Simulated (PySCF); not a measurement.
CH3O3S, SMILES CS(=O)(=O)[O-], charge -1. Coordinates come from a PBE0-D3(BJ)/def2-SVPD optimisation.

Computed with PySCF with PBE0-D3(BJ)/def2-SVPD.

Harmonic wavenumbers (cm⁻¹): 205, 309, 309, 489, 489, 529, 740, 931, 931, 1016, 1202, 1202, 1270, 1421, 1421, 3059, 3181, 3181. Rotational constants (GHz): 4.907, 4.587, 4.587; symmetry number 3.

Question: Work out the zero-point energy and the ideal-gas rigid-rotor harmonic-oscillator thermochemistry at 298.15 K and 1 atm.

Answer: ZPE = ½ Σ hcν = ½ × 21883 cm⁻¹ = 130.89 kJ/mol. H − E(el) = 146.92 kJ/mol. Entropy in J/(mol K): translation 165.55, rotation 97.75, vibration 31.52, total 294.83. G − E(el) = 59.01 kJ/mol. Cp = 82.14 J/(mol K).
